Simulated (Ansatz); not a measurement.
Born–Oppenheimer molecular dynamics of Cl3HHfO (6 atoms, charge 0, multiplicity 1). It goes on from the last frame of an earlier run, with new velocities.

Method: RKS r2SCAN-D4/def2-SVP (Ansatz).

```
ensemble                      : NVE (velocity Verlet)
time step                     : 0.5 fs
steps asked                   : 150
starting velocities drawn for : 100 K
seed                          : 71255
```

First frame:

```xyz
6
Properties=species:S:1:pos:R:3
Hf 0.047 0.108 0.182
Cl -0.045 0.007 2.633
Cl 2.006 -0.118 -1.087
Cl -1.066 1.793 -1.012
O -0.819 -1.462 -0.151
H -1.233 -2.275 -0.235
```

How far do the bonds stretch over the last three quarters of this one trajectory? (Pairs bonded in most of those frames.)


| bond | mean (Å) | spread (Å) | shortest | longest |
| --- | --- | --- | --- | --- |
| Hf1–Cl2 | 2.345 | 0.046 | 2.29 | 2.44 |
| Hf1–Cl3 | 2.357 | 0.013 | 2.33 | 2.37 |
| Hf1–Cl4 | 2.356 | 0.005 | 2.35 | 2.36 |
| Hf1–O5 | 1.900 | 0.043 | 1.83 | 1.95 |
| O5–H6 | 0.965 | 0.032 | 0.92 | 1.01 |

Mean temperature of the second half: 490 K. The conserved energy stayed within 0.36 meV per atom of its start (net change -0.15 meV per atom), so the integration is sound. The kinetic energy rose, since the run started high on the potential surface and went downhill. A run of 0.075 ps of so small a system gives no equilibrium averages.

Time of the run: 15 min on 2 threads of Arm Neoverse V1 (shared host), peak memory 0.24 GiB.
